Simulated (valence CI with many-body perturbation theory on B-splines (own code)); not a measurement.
# E1 line list for Tb34+

Level of theory: relativistic CI+MBPT: three valence electrons over a frozen Dirac-Fock core [Ar] 3d10, radial functions for each j: 11 s, 11 p, 10 d, 8 f, 5 g, 2 h, with the one-electron correlation potential Σ1, the two-electron term Σ2, the three-electron term Σ3, Breit, model QED; selected CI, second order for the rest, scaled by the run's own slope (own B-spline code, finite nucleus).

The last digits are not significant, and no measured levels were compared; by estimate large intervals hold to a few tenths of a per cent, small ones and those within an open d or f shell to about a per cent.

Lines 1 to 50 of 525 in falling wavelength, among levels below 42.106 Ry, chosen from the strongest by gf and those to the six lowest levels. Wavelengths and rates use the calculated energies. Electric multipoles are in the length gauge with retardation, E1 and E2 with the static RPA response of the core. Weak lines are less certain than strong ones. Lines between different terms over intervals too small for the method are left out, as are lines whose strength nearly cancels. Where a level lies close to another of its J and parity, the split of strength between their lines is uncertain. The highest levels of a list are the least certain.

Levels are named by their leading jj configuration (3d3/2^4 stands for four electrons in 3d with j = 3/2), which in mixed levels can hold well under half, so a name can repeat and another be missing. Letters in brackets count levels of one name in rising energy.

| λ vac (nm) | Upper | Lower | A (s⁻¹) | S (a.u.) with core polarisation | S without |
| --- | --- | --- | --- | --- | --- |
| 48.13 | (4s 4p1/2^2) J=1/2 | (4s^2 4p3/2) J=3/2 | 1.59e+07 | 1.75e-03 | 1.87e-03 |
| 19.17 | (4s 4p1/2 4p3/2) J=3/2 [a] | (4s^2 4p3/2) J=3/2 | 1.22e+09 | 1.70e-02 | 1.82e-02 |
| 18.95 | (4p1/2 4d3/2 4d5/2) J=9/2 | (4s 4d3/2 4d5/2) J=7/2 [b] | 6.73e+09 | 2.26e-01 | 2.42e-01 |
| 18.61 | (4p1/2 4p3/2 4f5/2) J=9/2 [b] | (4s 4p3/2 4f7/2) J=7/2 [b] | 8.00e+09 | 2.55e-01 | 2.73e-01 |
| 18.56 | (4p1/2 4p3/2 4f7/2) J=11/2 | (4s 4p3/2 4f7/2) J=9/2 [b] | 5.14e+09 | 1.95e-01 | 2.09e-01 |
| 17.74 | (4p1/2 4p3/2 4d5/2) J=9/2 | (4s 4p3/2 4d5/2) J=7/2 [b] | 1.00e+10 | 2.76e-01 | 2.96e-01 |
| 17.39 | (4s 4p1/2 4p3/2) J=5/2 | (4s^2 4p3/2) J=3/2 | 8.14e+09 | 1.27e-01 | 1.36e-01 |
| 16.63 | (4s 4p1/2^2) J=1/2 | (4s^2 4p1/2) J=1/2 | 1.53e+10 | 6.93e-02 | 7.43e-02 |
| 16.31 | (4p1/2^2 4p3/2) J=3/2 | (4s 4p1/2 4p3/2) J=3/2 [b] | 1.05e+10 | 8.98e-02 | 9.63e-02 |
| 15.96 | (4p1/2 4d5/2^2) J=7/2 | (4s 4p3/2 4f7/2) J=9/2 [a] | 1.56e+10 | 2.51e-01 | 2.69e-01 |
| 15.85 | (4p1/2^2 4f5/2) J=5/2 | (4s 4p1/2 4f5/2) J=5/2 [b] | 1.33e+10 | 1.56e-01 | 1.68e-01 |
| 15.68 | (4p1/2^2 4f5/2) J=5/2 | (4s 4p1/2 4f5/2) J=3/2 | 1.46e+10 | 1.67e-01 | 1.79e-01 |
| 15.63 | (4p1/2 4p3/2 4f5/2) J=9/2 [a] | (4s 4p3/2 4f5/2) J=9/2 | 1.22e+10 | 2.29e-01 | 2.45e-01 |
| 15.30 | (4s 4p1/2 4p3/2) J=3/2 [b] | (4s^2 4p3/2) J=3/2 | 9.52e+09 | 6.74e-02 | 7.22e-02 |
| 15.26 | (4p1/2 4d5/2^2) J=9/2 | (4s 4d5/2^2) J=9/2 | 1.15e+10 | 2.02e-01 | 2.17e-01 |
| 15.21 | (4p1/2 4d3/2 4d5/2) J=7/2 [b] | (4s 4d5/2^2) J=9/2 | 2.06e+10 | 2.86e-01 | 3.07e-01 |
| 15.21 | (4p1/2^2 4f7/2) J=7/2 | (4s 4p1/2 4f7/2) J=7/2 [b] | 1.59e+10 | 2.21e-01 | 2.37e-01 |
| 15.09 | (4p1/2^2 4f7/2) J=7/2 | (4s 4p1/2 4f7/2) J=9/2 | 3.14e+10 | 4.27e-01 | 4.57e-01 |
| 15.00 | (4p1/2 4p3/2 4d5/2) J=7/2 [a] | (4s 4p3/2 4d5/2) J=9/2 | 2.57e+10 | 3.43e-01 | 3.68e-01 |
| 15.00 | (4p1/2 4p3/2 4f7/2) J=7/2 [b] | (4s 4p3/2 4f5/2) J=9/2 | 1.58e+10 | 2.10e-01 | 2.25e-01 |
| 15.00 | (4p1/2 4p3/2 4f7/2) J=11/2 | (4s 4p3/2 4f7/2) J=11/2 | 1.64e+10 | 3.27e-01 | 3.50e-01 |
| 14.94 | (4p1/2 4p3/2 4f7/2) J=9/2 | (4s 4p3/2 4f7/2) J=11/2 | 2.56e+10 | 4.21e-01 | 4.51e-01 |
| 14.82 | (4p1/2^2 4d5/2) J=5/2 | (4s 4p1/2 4d5/2) J=7/2 | 3.63e+10 | 3.49e-01 | 3.75e-01 |
| 14.76 | (4s 4p1/2 4p3/2) J=1/2 | (4s^2 4p3/2) J=3/2 | 1.56e+10 | 4.95e-02 | 5.31e-02 |
| 14.52 | (4p1/2 4d3/2 4d5/2) J=5/2 [b] | (4s 4d3/2 4d5/2) J=7/2 [a] | 1.59e+10 | 1.44e-01 | 1.54e-01 |
| 14.51 | (4p1/2^2 4d3/2) J=3/2 | (4s 4p1/2 4d3/2) J=5/2 | 3.68e+10 | 2.22e-01 | 2.38e-01 |
| 14.46 | (4p1/2^2 4p3/2) J=3/2 | (4s 4p1/2 4p3/2) J=5/2 | 4.45e+10 | 2.66e-01 | 2.85e-01 |
| 14.43 | (4p1/2 4p3/2 4d3/2) J=5/2 [b] | (4s 4p3/2 4d3/2) J=7/2 | 2.37e+10 | 2.10e-01 | 2.26e-01 |
| 14.34 | (4p1/2 4p3/2 4d5/2) J=9/2 | (4s 4p3/2 4d5/2) J=9/2 | 1.96e+10 | 2.85e-01 | 3.06e-01 |
| 13.43 | (4p1/2^2 4p3/2) J=3/2 | (4s 4p1/2 4p3/2) J=3/2 [a] | 1.24e+10 | 5.95e-02 | 6.37e-02 |
| 11.66 | (4s 4p1/2 4d3/2) J=3/2 [a] | (4s 4p1/2 4p3/2) J=3/2 [b] | 7.67e+09 | 2.40e-02 | 2.56e-02 |
| 11.33 | (4p3/2^2 4f7/2) J=11/2 | (4s 4p3/2 4f7/2) J=9/2 [c] | 2.02e+10 | 1.74e-01 | 1.87e-01 |
| 11.24 | (4s 4p1/2 4d3/2) J=5/2 | (4s 4p1/2 4p3/2) J=3/2 [b] | 9.32e+08 | 3.91e-03 | 4.18e-03 |
| 10.97 | (4p3/2^2 4d5/2) J=9/2 | (4s 4p3/2 4d5/2) J=7/2 [b] | 2.15e+10 | 1.40e-01 | 1.51e-01 |
| 10.92 | (4s 4p1/2 4p3/2) J=3/2 [a] | (4s^2 4p1/2) J=1/2 | 7.32e+08 | 1.88e-03 | 2.01e-03 |
| 10.79 | (4p3/2 4d3/2 4d5/2) J=7/2 [c] | (4s 4d3/2 4d5/2) J=5/2 [c] | 2.38e+10 | 1.18e-01 | 1.26e-01 |
| 10.68 | (4s 4p1/2 4d3/2) J=3/2 [a] | (4s 4p1/2 4p3/2) J=5/2 | 5.97e+09 | 1.44e-02 | 1.54e-02 |
| 10.68 | (4s 4p3/2^2) J=5/2 | (4s^2 4p3/2) J=3/2 | 9.76e+09 | 3.52e-02 | 3.78e-02 |
| 10.59 | (4p1/2 4p3/2^2) J=3/2 | (4s 4p1/2 4p3/2) J=3/2 [b] | 7.97e+09 | 1.87e-02 | 2.00e-02 |
| 10.56 | (4p3/2 4d3/2 4d5/2) J=9/2 [b] | (4s 4d3/2 4d5/2) J=7/2 [b] | 3.44e+10 | 2.00e-01 | 2.15e-01 |
| 10.54 | (4p3/2 4d3/2 4d5/2) J=11/2 | (4s 4p3/2 4f7/2) J=11/2 | 3.14e+10 | 2.18e-01 | 2.33e-01 |
| 10.53 | (4p3/2 4d5/2^2) J=11/2 | (4s 4d5/2^2) J=9/2 | 2.35e+10 | 1.62e-01 | 1.75e-01 |
| 10.43 | (4p1/2 4p3/2 4d5/2) J=7/2 [b] | (4s 4p1/2 4d5/2) J=5/2 [b] | 2.81e+10 | 1.26e-01 | 1.35e-01 |
| 10.40 | (4p1/2 4p3/2^2) J=5/2 | (4s 4p1/2 4p3/2) J=3/2 [b] | 5.74e+09 | 1.91e-02 | 2.07e-02 |
| 10.39 | (4p3/2^2 4d5/2) J=7/2 | (4s 4p3/2 4d5/2) J=5/2 [a] | 3.04e+10 | 1.35e-01 | 1.45e-01 |
| 10.36 | (4s 4p3/2 4d5/2) J=7/2 [a] | (4s^2 4d5/2) J=5/2 | 3.16e+10 | 1.39e-01 | 1.49e-01 |
| 10.32 | (4s 4p1/2 4d3/2) J=5/2 | (4s 4p1/2 4p3/2) J=5/2 | 1.39e+09 | 4.54e-03 | 4.78e-03 |
| 10.31 | (4s 4p3/2 4d5/2) J=7/2 [b] | (4s^2 4d5/2) J=5/2 | 4.52e+10 | 1.96e-01 | 2.10e-01 |
| 10.31 | (4p3/2 4d3/2 4d5/2) J=5/2 [a] | (4s 4d3/2 4d5/2) J=3/2 [a] | 4.48e+10 | 1.45e-01 | 1.56e-01 |
| 10.30 | (4p3/2^2 4f7/2) J=9/2 | (4s 4p3/2 4f7/2) J=7/2 [a] | 2.12e+10 | 1.14e-01 | 1.22e-01 |
